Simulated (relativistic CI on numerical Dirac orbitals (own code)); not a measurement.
## Ar¹⁰⁺: q coefficients and field-shift factors

These numbers are calculated, not measured: Dirac-Coulomb-Breit CI, KLI orbitals optimised for each configuration, derivatives by finite differences, unscaled Slater integrals, QED left out (own radial code, finite nucleus).

Configurations in the expansion (outside the closed core 1s2): 2s2 2p4, 2s 2p5, 2p6, 2s2 2p3 3s, 2p5 3s, 2s2 2p3 3p, 2p5 3p, 2s2 2p3 3d. Levels of other configurations are missing.

With x = (α/α₀)² − 1 an excitation energy changes as ω = ω₀ + qx; K = 2q/ω₀ is the relative enhancement. Terms are leading LS components, so labels can repeat. The field-shift factor is F = δν/δ⟨r²⟩ for the transition from the lowest level.

Lowest level 2s2 2p4 3P_2.

| Level | ω₀ (cm⁻¹) | q (cm⁻¹) | K | F (GHz/fm²) |
| --- | --- | --- | --- | --- |
| 2s2 2p4 3P_1 | 14342 | 15420 | 2.15 | 0.00798 |
| 2s2 2p4 3P_0 | 18121 | 16520 | 1.82 | 0.000177 |
| 2s2 2p4 1D_2 | 74063 | 10620 | 0.287 | 0.0434 |
| 2s2 2p4 1S_0 | 144827 | 15330 | 0.212 | -0.52 |
| 2s 2p5 3P°_2 | 534945 | 22000 | 0.0823 | -15.7 |
| 2s 2p5 3P°_1 | 547205 | 33970 | 0.124 | -15.7 |
| 2s 2p5 3P°_0 | 554147 | 41360 | 0.149 | -15.7 |
| 2s 2p5 1P°_1 | 748132 | 30190 | 0.0807 | -16.4 |
| 2p6 1S_0 | 1277519 | 48250 | 0.0755 | -31.2 |
| 2s2 2p3 3s 5S°_2 | 2477962 | 3603 | 0.00291 | 6.8 |
| 2s2 2p3 3s 3S°_1 | 2511632 | 3303 | 0.00263 | 6.73 |
| 2s2 2p3 3s 3D°_1 | 2584431 | -214.4 | -0.000166 | 6.82 |
| 2s2 2p3 3s 3D°_2 | 2584883 | 457 | 0.000354 | 6.82 |

At this charge energies of transitions that change n are usually good to better than 1 %, and those within a shell (Δn = 0) to a few per cent.
